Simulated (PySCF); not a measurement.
C4H2F2, SMILES C(/F)=C(\F)C#C.

The structure is a stationary point at PBE0-D3(BJ)/def2-SVP. The structure was generated by enumeration; whether it is a known compound was not checked.

Method: PySCF with HF/def2-TZVP.

Symmetry labels are those of the subgroup Cs that the program uses (full group Cs).

Q: List the valence orbital energies around the gap with their symmetry. (Estimate from the structure and the level; the computed values follow.)

A: 
| orbital | symmetry | energy (eV) |
|---|---|---|
| HOMO−7 | A" | -19.84 |
| HOMO−6 | A' | -19.25 |
| HOMO−5 | A" | -19.22 |
| HOMO−4 | A' | -17.86 |
| HOMO−3 | A' | -16.08 |
| HOMO−2 | A" | -12.85 |
| HOMO−1 | A' | -11.57 |
| HOMO | A" | -9.71 |
| LUMO | A" | 2.57 |
| LUMO+1 | A' | 3.83 |
| LUMO+2 | A' | 4.24 |
| LUMO+3 | A' | 4.79 |
